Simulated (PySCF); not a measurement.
Compound: C5H8OS (charge +1 and doublet state).
Z-matrix (Å and degrees, GFN2-xTB geometry), rows numbered from 1:
```
C 
C   1  1.4767
S   2  1.6302  1  120.68
C   2  1.5040  1  118.41  3   179.69
C   4  1.5338  2  114.63  1   -40.30
C   4  1.5068  2  109.27  1  -167.19
O   6  1.1968  4  123.00  2    -8.87
H   1  1.0904  2  111.16  3   133.83
H   1  1.0932  2  109.42  3  -108.57
H   1  1.0871  2  111.76  3    11.06
H   4  1.1029  2  107.63  1    78.83
H   5  1.0866  4  109.89  2  -178.37
H   5  1.0869  4  110.78  2   -58.58
H   5  1.0855  4  111.12  2    62.79
H   6  1.1002  4  115.43  2   171.11
```

The hyperfine couplings belong to this conformer and change with its torsions.

As a line formula: `CC(=S)[C@H](C)C=[O+]` [radical] (charge +1).

Theory: UKS B3LYP, pcH-1 on C H O S, non-relativistic, mean-field spin-orbit, GIAO in PySCF 2.14.0. Geometry: GFN2-xTB, one conformer, isolated ion. Couplings are sensitive to structure, and on GFN2-xTB geometries they can be far from those on DFT ones, by a factor of two or more for some ions and for spin on atoms past the first row.

Problem. Count the α and β electrons and give S(S+1).

Solution. Nα = 31, Nβ = 30 (61 in all), and S(S+1) = 0.75 for S = 1/2.

Mulliken spin populations, one withheld:

```csv
atom,bound to,population
C1,"C2, H8, H9, H10",+0.0328
C2,"C1, S3, C4",-0.0847
S3,C2,+0.7824
C4,"C2, C5, C6, H11",+0.0569
C5,"C4, H12, H13, H14",-0.0046
C6,"C4, O7, H15",-0.0451
O7,C6,?
H8,C1,-0.0019
H9,C1,-0.0003
H10,C1,+0.0002
H11,C4,-0.0047
H12,C5,+0.0028
H13,C5,-0.0001
H14,C5,+0.0007
H15,C6,+0.0376
```

Problem. Complete the table.

Solution. 1 − (0.7720) gives +0.228, since all populations sum to 2S.

Problem. Sum the populations by element and by sign.

Solution. Sulfur +0.78, oxygen +0.23, hydrogen +0.03, carbon -0.04. The positive populations sum to 1.14, the negative ones to -0.14.

Problem. With ⟨S²⟩ = 0.7575, find the sum of squared α–β overlaps and estimate the admixture of higher spin.

Solution. For a single determinant ⟨S²⟩ = S(S+1) + Nβ − Σ|⟨iα|jβ⟩|², so the squared overlaps of occupied orbitals sum to 30 − 0.0075 = 29.9925. If the quartet state (S + 1) were the only admixture, its weight would be 0.0075/(2S + 2) = 0.25 %.

Problem. What Fermi-contact NMR shifts do the couplings of C1, C2, C4, C5, C6, H8/H9/H10, H11 imply at 250 K (Curie law, g = gₑ)?

Solution. δ = a_FC·h·gₑ μB S(S+1)/(3 g_N μN kT), with k/h = 20836.6 MHz/K:

```tsv
nuclei	isotope	a_FC (MHz)	g_N	contact shift (ppm)
C1	13C	44.05	1.4048	+5533
C2	13C	-26.25	1.4048	-3297
C4	13C	-1.45	1.4048	-183
C5	13C	-2.68	1.4048	-337
C6	13C	-22.64	1.4048	-2844
H8/H9/H10	1H	-3.30	5.5857	-104
H11	1H	-10.77	5.5857	-340
```

The sign follows the spin density at the nucleus: positive density means a positive shift. Entries for several nuclei are means.

Nuclei that the bonding pattern makes equivalent are averaged, as if the motion that swaps them (rotation, inversion, ring flip) were fast.

Examples of negative spin density at the nucleus (bohr⁻³): C2 (-0.0234), C6 (-0.0201) and H11 (-0.0024).

The SMILES `CC(=S)[C@H](C)C=[O+]` draws the unpaired electron on O7, whose computed spin population is only +0.23.
